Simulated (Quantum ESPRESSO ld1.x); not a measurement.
All-electron atom: N+ in [He] 2s2 2p2. All-electron calculation, Dirac Kohn-Sham, PBE, spin-unpolarised, spherical densities, point nucleus; open shells are shared between the two j in proportion to 2j + 1; speed of light set to 171.295 atomic units (1.25 times the physical value, a model run). Program: ld1.x of Quantum ESPRESSO 7.5.

Radial electron density D(r) = 4 pi r^2 rho(r):

| r (bohr) | D(r) (e/bohr) |
|---|---|
| 0.01473 | 0.4641 |
| 0.01814 | 0.6704 |
| 0.02233 | 0.9579 |
| 0.02749 | 1.350 |
| 0.03358 | 1.849 |
| 0.04134 | 2.515 |
| 0.0509 | 3.335 |
| 0.06267 | 4.291 |
| 0.07654 | 5.279 |
| 0.09424 | 6.266 |
| 0.116 | 7.040 |
| 0.1429 | 7.399 |
| 0.1759 | 7.176 |
| 0.2148 | 6.372 |
| 0.2645 | 5.075 |
| 0.3257 | 3.667 |
| 0.401 | 2.590 |
| 0.4897 | 2.153 |
| 0.603 | 2.326 |
| 0.7424 | 2.817 |
| 0.914 | 3.150 |
| 1.125 | 2.994 |
| 1.375 | 2.373 |
| 1.692 | 1.511 |
| 2.084 | 0.7611 |
| 2.565 | 0.2967 |
| 3.133 | 0.09118 |
| 3.858 | 0.01900 |
| 4.75 | 0.002612 |

D(r) has 2 maxima, at r = 0.148, 0.959 bohr, and minima at 0.510 bohr, inside which lie 2.16 electrons.
